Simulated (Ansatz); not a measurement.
Born–Oppenheimer molecular dynamics of a periodic cell of 24 atoms, CSO (contents 8 OCS, density as packed 1.20 g/cm³ with natural masses). It goes on from the last frame of an earlier run, with new velocities.

All numbers below come from DFT PBE, scalar-relativistic, plane waves, PAW (Ansatz). Settings: accuracy low, cutoff 420 eV, k mesh 1x1x1, fermi-dirac smearing 0.02 eV, no spin polarisation.

- ensemble: NVT, Langevin thermostat
- time step: 1 fs
- steps asked: 220
- set temperature: 250 K
- friction: 0.02 /fs
- seed: 649769

First frame:

```xyz
24
Lattice="8.7241 0.0000 0.0000 0.0000 8.7241 0.0000 0.0000 0.0000 8.7241" Properties=species:S:1:pos:R:3
O 8.193 7.640 2.225
C 9.013 7.156 2.923
S 9.994 6.467 3.940
O 4.441 3.639 0.144
C 5.019 3.899 1.125
S 5.765 4.207 2.437
O 1.303 4.230 1.003
C 1.082 3.159 1.449
S 0.676 1.852 2.136
O 2.090 7.933 9.084
C 1.325 7.492 8.354
S 0.376 6.942 7.215
O 7.657 3.076 5.246
C 7.604 2.485 6.257
S 7.468 1.780 7.647
O 4.869 0.608 1.786
C 4.879 0.465 2.951
S 5.011 0.213 4.504
O 5.714 5.765 6.031
C 5.457 6.573 6.840
S 5.077 7.528 8.057
O 2.896 4.488 5.565
C 2.600 3.429 5.949
S 2.135 1.944 6.358
```

**Question.** What does the run give?

**Answer.** All steps were run.

```json
{"steps done": "220", "time covered": "220 fs", "mean temperature over the second half": "247 K", "spread of the potential energy over the second half": "3.2 meV per atom", "mean potential energy of the second half above the start": "5.6 meV per atom"}
```

A run of 0.22 ps of so small a system gives no equilibrium averages. Limits of this set-up: coarse k mesh, low accuracy level.

**Question.** What happens to the structure?

**Answer.** Mean squared displacements from the first frame to the last, about the centre of mass: O 0.33 Å², C 0.14 Å², S 0.15 Å². The details hang on the random start.

**Question.** How do temperature and energy run in time?

**Answer.** 
```csv
time (fs),T (K),potential energy less start (eV)
0.0,240,0.000
18.0,259,0.003
36.0,298,-0.078
54.0,238,0.149
72.0,298,0.052
90.0,348,0.033
108.0,303,0.200
126.0,248,0.092
144.0,203,0.138
162.0,288,0.112
180.0,238,0.176
198.0,237,0.054
216.0,260,0.085
```

Time of the run: 12 min on 1 thread of Arm Neoverse V2, with other jobs on the host, peak memory 0.56 GiB.
